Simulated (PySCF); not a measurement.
One of the candidates below gave these computed data.

All candidates are C5H5FS.

* Rotational structure: rotational constants A, B, C: 4.125, 1.507, 1.338 GHz [GFN2-xTB]
* UV, first state: lowest singlet excitation: 4.60 eV (270 nm, f = 0.001) [TDDFT CAM-B3LYP/def2-SVPD]
* Triplet: lowest triplet excitation (Tamm–Dancoff): 4.08 eV [TDA CAM-B3LYP/def2-SVPD]
* Dipole: 2.44 D [CAM-B3LYP/def2-SVPD]
* Polarisability: 76.0 au [CAM-B3LYP/def2-SVPD]
* UV, strongest line: among the 8 lowest singlet transitions: S3 at 6.25 eV (198 nm, f = 0.064) [TDDFT CAM-B3LYP/def2-SVPD]

Gas-phase values; electronic properties from PySCF, density fitting. Levels stand in brackets. One conformer (not necessarily the lowest) at the GFN2-xTB geometry, without solvent, vibrations or thermal averaging.

Problem. Which candidate is it?
A. `C#C[C@@H]1S[C@]1(C)F`
B. `FCc1cccs1`
C. `C#C[C@@H]1C[C@H](F)S1`

Solution. C. It is `C#C[C@@H]1C[C@H](F)S1`. Numbering: `[CH:1]#[C:2][C@@H:3]1[CH2:4][C@H:5]([F:6])[S:7]1`. Its formula, C5H5FS, gives 3 degrees of unsaturation: 1 ring and 2 π bonds in the structure found. The optimised geometry has point group C1 and is an asymmetric top.

The others, at the same levels:
- `FCc1cccs1` fails: its computed lowest singlet excitation is 5.63 eV (220 nm, f = 0.113) (against 4.60 eV), lowest triplet excitation (Tamm–Dancoff) is 3.68 eV (against 4.08 eV) and static isotropic polarisability is 74.1 au (against 76.0 au).
- `C#C[C@@H]1S[C@]1(C)F` fails: its computed static isotropic polarisability is 77.7 au (against 76.0 au), rotational constant A is 3.359 GHz (against 4.125 GHz) and smallest rotational constant is 1.491 GHz (against 1.338 GHz).

Each candidate is one conformer, not necessarily the lowest. The conformers computed, where there is a choice (atom-mapped SMILES and torsion angles):
- `[F:1][CH2:2][c:3]1[cH:4][cH:5][cH:6][s:7]1`: F1–C2–C3–C4 0°
